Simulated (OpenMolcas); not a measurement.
Al I: the spin-orbit constant, thermal populations, worked from levels

```yaml
Program: OpenMolcas
Basis: ANO-RCC [9s9p5d3f2g]
Scalar_Hamiltonian: DKH2, point nucleus
Active_space: 3 electrons in 9 orbitals (RAS2 3s 3p; RAS3 3d, at most 2 electrons)
State_averaging: 2S+1 = 4 odd, 2 roots (0 in the spin-orbit step); 2S+1 = 2 odd, 3 roots; 2S+1 = 4 even, 3 roots; 2S+1 = 2 even, 5 roots
Spin-orbit_coupling: RASSI with atomic mean-field integrals over the reference wave functions, term energies averaged over their components
```

Methods: RASSCF; SS-RASPT2, IPEA 0.25 Eh, imaginary shift 0.1 Eh (closed shells correlated: 2s 2p). Measured levels: NIST Handbook of Basic Atomic Spectroscopic Data.

**The spin-orbit constant.** For the Hund term 2P* of p1, E(J) = (A/2) J(J+1) + constant and ζ = 2S·A = A. From J = 1/2 to J = 3/2 the energy changes by 1.5 A.

```csv
Source,E(3/2) - E(1/2),A,ζ
RASSCF,106.4,70.9,71
SS-RASPT2,106.4,70.9,71
measured,112.1,74.7,75
```

All in cm-1. SS-RASPT2 is off by -5.1 % and RASSCF by -5.1 %. Both methods take the spin-orbit matrix elements from the reference wave functions, so the second can move ζ only through the term energies and any multistate remixing.

**Thermal populations.** Z = Σ (2J + 1) exp(-E/kT) with k = 0.695035 cm-1/K, over the levels below. No other level of either list lies under 25300 cm-1, which is above 7 kT at each temperature.

| Level | 2J + 1 | SS-RASPT2 | measured |
| --- | --- | --- | --- |
| 3s2 3p 2P* 1/2 | 2 | 0.0 | 0.0 |
| 3s2 3p 2P* 3/2 | 4 | 106 | 112 |

```tsv
T (K)	Z, SS-RASPT2	Z, measured levels	Ground level (%), SS-RASPT2	Ground level (%), measured levels
2000	5.706	5.690	35.0	35.1
3000	5.802	5.791	34.5	34.5
5000	5.880	5.873	34.0	34.1
```

At 5000 K, kT = 3475 cm-1, and the computed levels give Z = 2.000 + 3.880 = 5.880.

Active for correlation alone: 3d; no level in the range computed is led by a configuration that fills it, so any true level of that kind is missing. Without dynamic correlation excited terms often stand tens of per cent too high (terms of higher spin than the ground term too low), and those without a measured partner can miss by more than the paired ones (holds for RASSCF). Measured partners are found by configuration, term and J. A level has none where our copy of the source lacks it or the pairing is in doubt (some pairs that miss far off the trend of their configuration count as doubtful), and it then counts in no deviation. Only configurations of the active space appear.

* marks odd parity.
